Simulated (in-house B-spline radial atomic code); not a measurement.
Stripping aluminium of all its electrons. The total binding energy is the sum of the 13 successive ionisation energies. Configuration: [Ne] 3s2 (3p1/2)1. All numbers are computed (Dirac-Hartree-Fock, average of the jj configuration; Fermi nucleus of rms radius 3.061 fm) with a B-spline radial code for spherical atoms, not measured.

Dirac-Coulomb total energy: -242.3311 hartree. First-order corrections (hartree): Breit 0.04224, self-energy 0.02919, vacuum polarisation -0.001742, recoil 0.0042.

Question: What total binding energy follows, and how does it compare with the sum of NIST's ionisation energies?

Answer: 6592.16 eV from the corrected total, against 6604.95 ± 0.14 eV from NIST's table (measured, semi-empirical and theoretical entries, uncertainties added in quadrature). The table binds 12.8 eV more, 0.98 eV per electron, the size expected of the correlation energy that Hartree-Fock leaves out.

Question: What share of the binding belongs to the last two electrons?

Answer: 66 % by NIST's values (4390.1 eV).
